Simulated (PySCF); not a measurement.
Delta-SCF ions had no search for a lower state. Excitations are Tamm–Dancoff values on a coarser integration grid. The basis has no diffuse functions, so Rydberg states are missing or too high.

## C10H9BO, SMILES `c1(ccc2ccc(ccc1-2)O)B` (charge 0, multiplicity 1)

Method: PBE-D3(BJ)/def2-TZVP // PBE0-D3(BJ)/def2-SVP in PySCF 2.14.0.

```
Item                                                           Value
-------------------------------------------  -----------------------
HOMO                                                        -5.36 eV
dipole moment                                                 4.08 D
HOMO–LUMO gap                                                2.50 eV
LUMO                                                        -2.86 eV
S1 excitation (TDA)                                          2.66 eV
S1 oscillator strength                                         0.000
brightest of the four lowest singlets (TDA)                  3.83 eV
T1 excitation (TDA)                                          2.28 eV
S1–T1 gap (TDA)                                              0.38 eV
vertical ionisation energy (Delta-SCF)                       7.65 eV
total energy                                            -486.0931 Ha
cost                                         roughly 30 core-minutes
```

```xyz
21

B     -3.2396    -0.6279     0.3070
C     -2.0576     0.3078     0.1592
C     -2.1158     1.7266     0.0914
C     -0.8414     2.2706    -0.0447
C      0.0922     1.2117    -0.0697
C      1.4807     1.3534    -0.1950
C      2.4699     0.3888    -0.2297
C      2.3398    -1.0119    -0.1471
O      3.5151    -1.6604    -0.2140
C      1.1646    -1.7615    -0.0086
C     -0.1542    -1.3248     0.0815
C     -0.6681    -0.0328     0.0588
H     -3.1001    -1.8325     0.3561
H     -4.3623    -0.1780     0.3795
H     -3.0436     2.2994     0.1407
H     -0.5871     3.3281    -0.1206
H      1.8355     2.3862    -0.2779
H      3.5029     0.7291    -0.3349
H      3.3663    -2.6109    -0.1529
H      1.3081    -2.8476     0.0347
H     -0.9052    -2.1135     0.1862
```
